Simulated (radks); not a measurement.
Results of a calculation; reference values are marked as such.
Task: Er3+, configuration [Xe] 4f11. Code: a radial shooting solver on a logarithmic mesh with Libxc functionals. Model: scalar-relativistic Kohn-Sham, BP86, spin-polarised, spherical densities, point nucleus; open shells are filled with parallel spins first (spin-orbit coupling, left out, can overturn this in heavy ions). Some entries of the table are withheld. Estimate them.

orbital  occ.  eigenvalue (eV)  <1/r> (bohr^-1)
1s down     1        -57417.77            77.59
1s up       1        -57417.77            77.59
2s up       1        -9673.358            18.06
2s down     1        -9673.325            18.06
2p up       3        -8558.930            16.67
2p down     3        -8558.906            16.67
3s up       1        -2194.439            6.658
3s down     1        -2193.130            6.660
3p up       3        -1855.488            6.218
3p down     3        -1854.181            6.221
3d up       5        -1431.180            5.894
3d down     5        -1430.182            5.897
4s up       1        -460.9022            2.814
4s down     1        -458.1525            2.813
4p up       3        -349.3140            2.575
4p down     3        -346.6113            2.574
4d up       5        -199.8737            2.277
4d down     5        -197.2270            2.275
5s up       1         -82.6872            1.083
5s down     1         -81.4451            1.075
5p up       3         -55.9057              (1)
5p down     3         -55.0093              (2)
4f up       7         -36.6049            1.715
4f down     4         -34.2417            1.697
5d up       0         -25.1213           0.6215
5d down     0         -24.7441           0.6129
6s up       0         -23.3752           0.4347
6s down     0         -23.1977           0.4322

Result: 
(1) 5p up <1/r> (bohr^-1): 0.9139
(2) 5p down <1/r> (bohr^-1): 0.9052
